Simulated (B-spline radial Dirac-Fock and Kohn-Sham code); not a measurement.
# Mo 4p1/2: cross section and angular parameters

System: the Mo atom, configuration 1s2 2s2 2p6 3s2 3p6 3d10 4s2 4p6 4d5 5s1; threshold 44.32 eV (orbital energy of the model). The computed values come from a B-spline atomic structure program: Dirac-Hartree-Slater photoionisation with a Latter tail; cross sections with all multipoles, angular parameters from the dipole term and its interference with E2.

```
hν (eV)  σ (kb)       β       γ       δ
   55.5    1020   1.955  -0.068   0.000
   68.7     411   1.385   0.175  -0.029
   95.8     148  -0.038   0.288  -0.039
    118     117  -0.085  -0.029   0.010
    154     106   0.450  -0.015   0.032
    200    94.9   0.916   0.128   0.025
    246    82.6   1.176   0.193   0.016
    291    71.3   1.328   0.203   0.010
    303    68.6   1.358   0.200   0.009
    600    29.1   1.639   0.035   0.000
    656    25.5   1.653   0.015  -0.001
    741       ?       ?       ?       ?
    800    18.6   1.673  -0.016  -0.001
   1000    12.7   1.679  -0.021   0.000
   1550    5.59   1.651   0.069   0.002
   1590    5.31   1.648   0.078   0.002
   2290    2.46   1.591   0.258   0.007
   2360    2.30   1.585   0.277   0.007
   3480   0.932   1.495   0.551   0.018
 5414.7   0.303   1.363   0.925   0.043
   6460   0.189   1.303   1.084   0.058
   7610   0.120   1.244   1.234   0.074
 8047.8   0.102   1.223   1.286   0.081
   8240  0.0958   1.214   1.307   0.083
  11400  0.0373   1.087   1.600   0.129
  12000  0.0320   1.066   1.646   0.138
  13500  0.0224   1.017   1.748   0.159
  14000  0.0201   1.002   1.779   0.166
  15000  0.0162   0.973   1.838   0.180
```

Problem. Give the values at 741 eV.

Solution. σ = 21.0 kb, β = 1.667, γ = -0.006, δ = -0.001.
